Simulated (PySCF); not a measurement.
# Orbital energies and ionisation energy

Ta(NH)F3 (singlet state).
Geometry (PBE0-D3(BJ)/def2-SVP, Å), atoms numbered from 1 in this order:
```
atom  x, y, z in Å
Ta1   -0.003   -0.004   -0.472
N2     0.001    0.011    1.280
H3     0.006    0.018    2.293
F4     1.791   -0.003   -1.039
F5    -0.903    1.546   -1.045
F6    -0.893   -1.569   -1.018
```

Level: PBE0/def2-SVPD (PySCF). Frontier orbitals with their largest atomic shares (Löwdin; up to four atoms above 4 %):

```tsv
orbital	ε (eV)	main atoms
HOMO−3	-12.40	F5 32 %, F4 32 %, F6 32 %
HOMO−2	-12.30	F5 23 %, F6 23 %, F4 23 %, N2 17 %
HOMO−1	-8.77	?
HOMO	-8.77	?
LUMO	-1.33	Ta1 66 %, F6 11 %, F5 9 %, N2 6 %
LUMO+1	-1.33	Ta1 66 %, F4 12 %, F5 8 %, N2 6 %
LUMO+2	-0.67	Ta1 69 %, F5 8 %, F6 8 %, F4 8 %
```

Problem. What vertical ionisation energy does ΔSCF give, and how far is −ε(HOMO) from it?

Solution. ΔSCF: 10.94 eV (1056 kJ/mol; threshold wavelength 113 nm); ⟨S²⟩ of the doublet left behind is 0.756, against 0.75 for a pure doublet. −ε(HOMO) is 8.77 eV, 2.17 eV below it. In exact Kohn–Sham theory the two would be equal; PBE0 (global hybrid, 25 % exact exchange) falls short of its own ΔSCF value by 20 %. Holes in the HOMO−1 and HOMO−2 were tried too where these lie within 1.2 eV of the HOMO; the lowest converged state counts.

Problem. On which atoms does the HOMO lie?

Solution. HOMO: N2 61 %, Ta1 23 %, H3 6 %, F5 5 %; HOMO−1: N2 61 %, Ta1 23 %, F4 7 %, H3 6 %. These 2 orbitals lie within 0.02 eV of one another. The HOMO−2 lies 3.53 eV lower.

Problem. What total energies stand behind the ΔSCF value?

Solution. E(N) = -411.53218 Eh and E(N − 1) = -411.12999 Eh at the same geometry, 0.40219 Eh apart.

Problem. What kinetic energy would electrons from this vertical process carry with 118.2 nm light (10.49 eV)?

Solution. The photon is 0.45 eV short of the vertical value.

Problem. With α = 44.3 au, estimate the like-pair dispersion coefficient by London's formula C6 = (3/4)α²I.

Solution. I = 0.4022 Eh, so C6 ≈ 592 au, a rough estimate.

Problem. Shift the occupied levels rigidly so that −ε(HOMO) equals the ΔSCF value. What binding energies result?

Solution. The shift is +2.17 eV: HOMO 10.94, HOMO−1 10.94, HOMO−2 14.47, HOMO−3 14.57 eV. A rigid shift is only a rough guide to the deeper ionisations.

Isolated species at its PBE0-D3(BJ)/def2-SVP geometry, gas phase. Atoms past krypton carry effective core potentials; spin–orbit coupling is left out.

These values come from a run that also computed excited states and ΔSCF ions. Hardware: one thread, x86-64 server, no GPU, shared host. Cost: 35 s of wall time (grids of density and orbitals included).
